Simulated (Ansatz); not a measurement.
Counterpoise correction, worked out

The pair of CH4S (SMILES CS, atoms 1–6) and H2 (SMILES [H][H], atoms 7–8), both closed shells, in one local arrangement (a lower one may exist), relaxed at PBE0-D4/def2-TZVP:

```
8
angstrom
C 0.1018 0.2611 -1.0126
S 0.4662 -1.3675 -0.3229
H -0.5359 0.1872 -1.8925
H 1.0602 0.6852 -1.3123
H -0.3515 0.9166 -0.2696
H -0.7990 -1.7181 -0.0447
H 0.1457 0.2390 2.2066
H -0.0873 0.7965 2.6481
```

Program: Ansatz 0.2.0. Basis: def2-TZVPPD. Cores are frozen in the correlated methods.

MP2 total energies in eV:

| system | geometry | basis functions | energy |
| --- | --- | --- | --- |
| pair | pair | all | -11953.53162 |
| CH4S | as in the pair | all (partner as ghosts) | -11921.81384 |
| H2 | as in the pair | all (partner as ghosts) | -31.69420 |
| CH4S | as in the pair | its own | -11921.80846 |
| H2 | as in the pair | its own | -31.69289 |
| CH4S | free (PBE0-D4 minimum) | its own | -11921.80858 |
| H2 | free (PBE0-D4 minimum) | its own | -31.69369 |

Q: Work out the interaction energy with and without the counterpoise correction, the superposition error, and the binding energy from the relaxed fragments.

A: Without correction: -11953.53162 − (-11921.80846) − (-31.69289) = -0.03027 eV.
With correction (each fragment in the whole basis): -11953.53162 − (-11921.81384) − (-31.69420) = -0.02358 eV = -0.54 kcal/mol.
The superposition error is the difference, 0.00669 eV, 22 % of the uncorrected value: each fragment borrows its partner's functions.
Deformation from the free shapes: 0.00012 eV for CH4S and 0.00080 eV for H2.
Binding energy from relaxed fragments: -0.02358 + 0.00012 + 0.00080 = -0.02266 eV = -0.52 kcal/mol (electronic, without zero-point energy; negative means bound). For comparison, the corrected interaction energy by CCSD(T) at an estimated basis limit (MP2 extrapolated from triple and quadruple zeta, plus CCSD(T) − MP2 in triple zeta) is -0.029 eV.

No T1 diagnostic of these runs exceeds 0.010.

For scale, one of the runs: CCSD(T)/def2-TZVPPD, 190 basis functions, launched by `ansatz run in.yaml --threads 2 --pin off --events-out ev --progress --plain --max-ram 5222MiB`. Time: 18 s of wall clock on 2 CPU threads of an Intel Xeon Platinum 8488C; the host was shared. Peak host memory: 2 GiB.
